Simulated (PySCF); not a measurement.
C10H12O.
SMILES with atom numbers: `[CH3:1][CH2:2][CH2:3][C:4](=[O:5])[c:6]1[cH:7][cH:8][cH:9][cH:10][cH:11]1` (hydrogens: H12, H13, H14 on C1; H15, H16 on C2; H17, H18 on C3; H19 on C7; H20 on C8; H21 on C9; H22 on C10; H23 on C11)

Torsions of this conformer, `[CH3:1][CH2:2][CH2:3][C:4](=[O:5])[c:6]1[cH:7][cH:8][cH:9][cH:10][cH:11]1`: C1–C2–C3–C4 180°, C2–C3–C4–O5 0°, C3–C4–C6–C7 -179°.

The closed-shell ground state was solved at several levels (PySCF, density fitting, gas phase, non-relativistic). One conformer (not necessarily the lowest) at the PBE0-D3(BJ)/def2-SVP geometry, without solvent, vibrations or thermal averaging.

```tsv
level	basis functions	HOMO (eV)	LUMO (eV)	gap (eV)	dipole (D)
PBE0/def2-SVPD	319	-7.35	-1.68	5.67	2.87
KT3/pcSseg-1	247	-5.86	-2.45	3.41	2.67
PBE0/pcSseg-1	247	-7.35	-1.63	5.72	2.83
```

Question: Estimate the row for B3LYP/pcJ-1, a basis of 417 functions; the other rows only guide the guess.

Answer: HOMO -7.06 eV, LUMO -1.79 eV, gap 5.27 eV, dipole 2.84 D.

Question: Over all these levels, which gives the widest orbital gap and which the narrowest?

Answer: PBE0/pcSseg-1 (global hybrid, 25 % exact exchange) has the widest, 5.72 eV, and KT3/pcSseg-1 (GGA) the narrowest, 3.41 eV. The two share the basis. From the narrowest to the widest the HOMO moves by -1.49 eV and the LUMO by +0.82 eV.

Question: How far do the dipole and the HOMO energy spread over the levels?

Answer: The dipole runs from 2.67 to 2.87 D (mean 2.80 D) and the HOMO from -7.35 to -5.86 eV.
